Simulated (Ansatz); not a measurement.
Reaction (β-hydride elimination): `C[N](C)[InH][OH]` → `[OH][InH2]` + `C=NC`

Calculated with Ansatz (gas phase, PBE0-D4/def2-TZVP geometries, no zero-point term in ΔE). CCSD(T)/CBS adds triple-zeta CCSD(T) − MP2 to the extrapolated MP2 energy (def2 sets, frozen cores). DFT in def2-TZVPP. HSE06 is defined as in plane-wave codes. Elements past krypton have def2 core potentials. For In outer-core shells are correlated without core-valence functions, which leaves a few kJ/mol of doubt a bond. One conformer a species, not always the lowest.

`C[N](C)[InH][OH]`:

Z-matrix (Å, degrees):
```
C
N 1 1.440
H 1 1.092 2 110.8
H 1 1.101 2 111.5 3 120.2
H 1 1.101 2 111.5 3 -120.2
C 2 1.437 1 113.4 3 180.0
In 2 1.999 1 121.7 3 0.0
H 6 1.102 2 111.8 1 -59.8
H 6 1.102 2 111.8 1 59.8
H 6 1.093 2 111.3 1 -180.0
O 7 1.992 2 106.0 1 -0.1
H 7 1.698 2 129.1 1 -179.9
H 11 0.959 7 113.8 2 -179.8
```

`[OH][InH2]`:

```xyz
5

O     0.472   -0.938    0.922
In   -0.416    0.375   -0.282
H     1.402   -1.070    0.723
H     0.605    1.062   -1.477
H    -2.063    0.571    0.115
```

`C=NC`:

Cartesian coordinates in Å:
```
C 1.076 -0.628 -0.368
N 0.013 -0.095 -0.774
C -0.863 0.493 0.204
H 1.365 -0.665 0.693
H 1.758 -1.079 -1.088
H -0.497 0.403 1.237
H -1.004 1.551 -0.034
H -1.847 0.021 0.131
```

```json
{"level": "PBE-D4", "ΔE (kJ/mol)": "118.6"}
{"level": "BLYP-D4", "ΔE (kJ/mol)": "100.7"}
{"level": "r2SCANh-D4", "ΔE (kJ/mol)": "124.5"}
{"level": "PBE0", "ΔE (kJ/mol)": "117.8"}
{"level": "HSE06", "ΔE (kJ/mol)": "118.2"}
{"level": "RPA@PBE/def2-TZVPP", "ΔE (kJ/mol)": "110.8"}
{"level": "CCSD(T)/def2-SVP", "ΔE (kJ/mol)": "113.5"}
{"level": "HF/def2-QZVPP", "ΔE (kJ/mol)": "81.2"}
```

**Question.** What does CCSD(T)/CBS give? (An estimate is asked.)

**Answer.** Computed: +129.2 kJ/mol. The listed levels differ from it by -10.6, -28.5, -4.7, -11.4, -11.0, -18.4, -15.7, -48.0 kJ/mol.

Largest T1 diagnostic among the species: 0.017.

From PBE to PBE0 (25 % exact exchange), in def2-TZVPP and without D4, ΔE moves by +9.9 kJ/mol. The D4 term adds +17.0 kJ/mol with B3LYP and +9.3 kJ/mol with PBE0; it sums over pairs of atoms, weighted by their polarisabilities, and B3LYP, whose exchange is more repulsive, gets the larger term.

B3LYP here is the variant with VWN-RPA as its local correlation; programs differ in this.
